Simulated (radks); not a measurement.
Problem. These are the eigenvalues of the occupied orbitals of an atom or ion with whole-number occupations (eV). Method: non-relativistic Kohn-Sham, LB94 model potential, spin-polarised, spherical densities, point nucleus; computed with a radial shooting solver on a logarithmic mesh with Libxc functionals.

| orbital | eigenvalue |
|---|---|
| 1s down | -61848.32 |
| 1s up | -61847.75 |
| 2s up | -12687.40 |
| 2s down | -12685.81 |
| 2p down | -12303.58 |
| 2p up | -12303.31 |
| 3s up | -4895.593 |
| 3s down | -4877.982 |
| 3p up | -4737.335 |
| 3p down | -4718.553 |
| 3d up | -4474.761 |

Which element is it, and in what charge state? The configuration may be excited. Open shells, if any, are filled with parallel spins first.

Solution. Z = 71, lutetium, charge +50: Lu50+ in [Ar] 3d3. The list shows which subshells hold electrons but not how many an open one holds; the 1s level, -2272.9 hartree, gives Z - s = 67.4 by -(Z - s)^2/2, which with screening narrows Z to a few neighbours, and the depths of the outer levels then fix element, charge and occupations together.
